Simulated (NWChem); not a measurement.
System: C₃H₂F₂; SMILES C(=CF)=CF

Here is an NWChem input.

```
start job
memory heap 200 mb stack 900 mb global 1100 mb
geometry units angstroms noautoz
  F     -2.203369    -0.176868     0.430100
  C     -1.255656     0.364232    -0.329146
  C      0.000000     0.000000    -0.289537
  C      1.255656    -0.364232    -0.329146
  F      2.203369     0.176868     0.430100
  H     -1.644166     1.149102    -0.988421
  H      1.644166    -1.149102    -0.988421
end
basis spherical
  F library def2-svp
  C library def2-svp
  H library def2-svp
end
dft
  xc b3lyp
  iterations 150
  mulliken
end
task dft energy
```

Excerpt of the output:

```
             Northwest Computational Chemistry Package (NWChem) 7.3.0
             --------------------------------------------------------

 C2  symmetry detected

                             Geometry "geometry" -> ""
                             -------------------------

 Output coordinates in angstroms (scale by  1.889725989 to convert to a.u.)

  No.       Tag          Charge          X              Y              Z
 ---- ---------------- ---------- -------------- -------------- --------------
    1 F                    9.0000    -2.20338739    -0.17663878     0.42804779
    2 C                    6.0000    -1.25561810     0.36436262    -0.33119821
    3 C                    6.0000     0.00000000     0.00000000    -0.29158921
    4 C                    6.0000     1.25561810    -0.36436262    -0.33119821
    5 F                    9.0000     2.20338739     0.17663878     0.42804779
    6 H                    1.0000    -1.64404645     1.14927304    -0.99047321
    7 H                    1.0000     1.64404645    -1.14927304    -0.99047321

 Effective nuclear repulsion energy (a.u.)     147.5906444796

      Symmetry information
      --------------------

 Group name             C2
 Group number              4
 Group order               2
 No. of unique centers     4

                                 NWChem DFT Module
                                 -----------------

 Summary of "ao basis" -> "ao basis" (spherical)
 ------------------------------------------------------------------------------
       Tag                 Description            Shells   Functions and Types
 ---------------- ------------------------------  ------  ---------------------
 F                          def2-svp                 6       14   3s2p1d
 C                          def2-svp                 6       14   3s2p1d
 H                          def2-svp                 3        5   2s1p

      Symmetry analysis of basis
      --------------------------

        a          41
        b          39

            General Information
            -------------------
          SCF calculation type: DFT
          Wavefunction type:  closed shell.
          No. of atoms     :     7
          No. of electrons :    38
           Alpha electrons :    19
            Beta electrons :    19
          Charge           :     0
          Spin multiplicity:     1
          Use of symmetry is: on ; symmetry adaption is: on
          Maximum number of iterations: 150
          AO basis - number of functions:    80
                     number of shells:    36
          Convergence on energy requested:  1.00D-06
          Convergence on density requested:  1.00D-05
          Convergence on gradient requested:  5.00D-04

              XC Information
              --------------
                         B3LYP Method XC Potential
                     Hartree-Fock (Exact) Exchange  0.200
                        Slater Exchange Functional  0.800 local
                    Becke 1988 Exchange Functional  0.720 non-local
              Lee-Yang-Parr Correlation Functional  0.810
                  VWN I RPA Correlation Functional  0.190 local

             Grid Information
             ----------------
          Grid used for XC integration:  medium
          Radial quadrature: Mura-Knowles
          Angular quadrature: Lebedev.
          Tag              B.-S. Rad. Rad. Pts. Rad. Cut. Ang. Pts.
          ---              ---------- --------- --------- ---------
          F                   0.50       49          11.0       434
          C                   0.70       49          10.0       434
          H                   0.35       45          11.0       434
          Grid pruning is: on
          Number of quadrature shells:   192
          Spatial weights used:  Erf1

      Superposition of Atomic Density Guess
      -------------------------------------

 Sum of atomic energies:        -312.45801234

      Non-variational initial energy
      ------------------------------

 Total energy =    -314.545016
 1-e energy   =    -723.222173
 2-e energy   =     261.086512
 HOMO         =      -0.299701
 LUMO         =       0.020878

      Symmetry analysis of molecular orbitals - initial
      -------------------------------------------------

  Numbering of irreducible representations:

     1 a           2 b

  Orbital symmetries:

     1 b           2 a           3 a           4 b           5 a
     6 a           7 b           8 a           9 b          10 a
    11 b          12 a          13 b          14 a          15 b
    16 a          17 b          18 a          19 b          20 a
    21 b          22 a          23 b          24 a          25 b
    26 a          27 b          28 a          29 b

     ---------------------------------------------
      Total Density - Mulliken Population Analysis
     ---------------------------------------------

    Atom       Charge   Shell Charges
 -----------   ------   -------------------------------------------------------
    1 F    9     9.36   1.99  1.14  0.76  3.43  2.03  0.01
    2 C    6     5.56   1.99  0.90  0.32  1.63  0.65  0.08
    3 C    6     6.31   1.99  1.00  0.30  2.11  0.89  0.03
    4 C    6     5.56   1.99  0.90  0.32  1.63  0.65  0.08
    5 F    9     9.36   1.99  1.14  0.76  3.43  2.03  0.01
    6 H    1     0.92   0.68  0.22  0.02
    7 H    1     0.92   0.68  0.22  0.02

   convergence    iter        energy       DeltaE   RMS-Dens  Diis-err
 ---------------- ----- ----------------- --------- --------- ---------
 d= 0,ls=0.0,diis     1   -314.7760790693 -4.62D+02  2.11D-02  8.26D-01
 d= 0,ls=0.0,diis     2   -314.7465700124  2.95D-02  9.94D-03  1.28D+00
 d= 0,ls=0.0,diis     3   -314.8717982368 -1.25D-01  1.68D-03  3.15D-02
 d= 0,ls=0.0,diis     4   -314.8743864987 -2.59D-03  6.86D-04  3.40D-03
 d= 0,ls=0.0,diis     5   -314.8747458794 -3.59D-04  2.53D-04  8.40D-04
  Resetting Diis
 d= 0,ls=0.0,diis     6   -314.8748383309 -9.25D-05  5.32D-05  2.34D-05
 d= 0,ls=0.0,diis     7   -314.8748408249 -2.49D-06  7.39D-06  1.06D-07
 d= 0,ls=0.0,diis     8   -314.8748408264 -1.41D-09  3.63D-06  9.48D-08

         Total DFT energy =     -314.874840826357
      One electron energy =     -725.565378206057
           Coulomb energy =      300.966098591450
    Exchange-Corr. energy =      -37.866205691303
 Nuclear repulsion energy =      147.590644479554

 Numeric. integr. density =       38.000000277191

                  Occupations of the irreducible representations
                  ----------------------------------------------

                     irrep           alpha         beta
                     --------     --------     --------
                     a                10.0         10.0
                     b                 9.0          9.0

                       DFT Final Molecular Orbital Analysis
                       ------------------------------------

 Vector   17  Occ=2.000000D+00  E=-3.881615D-01  Symmetry=b
              MO Center= -7.6D-14,  3.8D-15,  5.4D-02, r^2= 4.8D+00
   Bfn.  Coefficient  Atom+Function         Bfn.  Coefficient  Atom+Function
  ----- ------------  ---------------      ----- ------------  ---------------
     5     -0.264006  1 F  py                61     -0.264006  5 F  py
     4      0.260846  1 F  px                60      0.260846  5 F  px
    32     -0.217209  3 C  px                71     -0.189355  6 H  s
    76      0.189355  7 H  s                 35     -0.181496  3 C  px
     7     -0.177509  1 F  px                63     -0.177509  5 F  px

 Vector   18  Occ=2.000000D+00  E=-2.833761D-01  Symmetry=a
              MO Center=  2.9D-13, -3.6D-14, -1.8D-01, r^2= 2.4D+00
   Bfn.  Coefficient  Atom+Function         Bfn.  Coefficient  Atom+Function
  ----- ------------  ---------------      ----- ------------  ---------------
    34      0.419345  3 C  pz                37      0.283756  3 C  pz
    19      0.194501  2 C  py                47     -0.194501  4 C  py
    20      0.180633  2 C  pz                48      0.180633  4 C  pz
     5      0.164745  1 F  py                61     -0.164745  5 F  py
     8     -0.127641  1 F  py                64      0.127641  5 F  py

 Vector   19  Occ=2.000000D+00  E=-2.830820D-01  Symmetry=b
              MO Center= -2.9D-13,  3.5D-14, -2.4D-01, r^2= 2.4D+00
   Bfn.  Coefficient  Atom+Function         Bfn.  Coefficient  Atom+Function
  ----- ------------  ---------------      ----- ------------  ---------------
    33      0.408474  3 C  py                36      0.270227  3 C  py
    20      0.194001  2 C  pz                48     -0.194001  4 C  pz
     6      0.187370  1 F  pz                62     -0.187370  5 F  pz
    19      0.166114  2 C  py                47      0.166114  4 C  py
     9     -0.143911  1 F  pz                65      0.143911  5 F  pz

 Vector   20  Occ=0.000000D+00  E=-1.855856D-02  Symmetry=a
              MO Center= -1.8D-12,  5.5D-13, -3.7D-01, r^2= 3.0D+00
   Bfn.  Coefficient  Atom+Function         Bfn.  Coefficient  Atom+Function
  ----- ------------  ---------------      ----- ------------  ---------------
    37      0.417155  3 C  pz                34      0.373936  3 C  pz
    22     -0.357764  2 C  py                50      0.357764  4 C  py
    19     -0.297791  2 C  py                47      0.297791  4 C  py
    72      0.248653  6 H  s                 77      0.248653  7 H  s
    21     -0.202125  2 C  px                49      0.202125  4 C  px

[...]
```

Level: B3LYP/def2-SVP. All runs use the structure optimised with PBE0/def2-SVP. B3LYP is NWChem's, with the RPA form of VWN correlation.
